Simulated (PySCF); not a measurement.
Computed Raman spectrum (relative Raman activity) of a molecule C3H4O2Si. Geometry optimised at PBE0-D3(BJ)/def2-SVP. The values are those of a single conformer. Level of theory: PySCF with PBE0-D3(BJ)/def2-SVP. Frequencies are harmonic and unscaled.

Lines under 2 % of the strongest are left out, and lines within 2 cm⁻¹ are merged.

ν (cm⁻¹): 329 (vw), 366 (w), 382 (w), 560 (vw), 653 (w), 681 (w), 934 (w), 1387 (w), 1751 (w), 1967 (w), 2256 (vs), 2270 (m), 3180 (s), 3291 (m) (against the strongest line: vs over 80 %, s over 45 %, m over 15 %, w over 4 %, vw less)

Question: Which molecule gave these data?
A. C=C1OC(=O)[SiH2]1
B. O=C1CC(=O)[SiH2]1
C. C#C[SiH]1OCO1
D. C#C[SiH2]C(=O)O

Answer: A, C=C1OC(=O)[SiH2]1
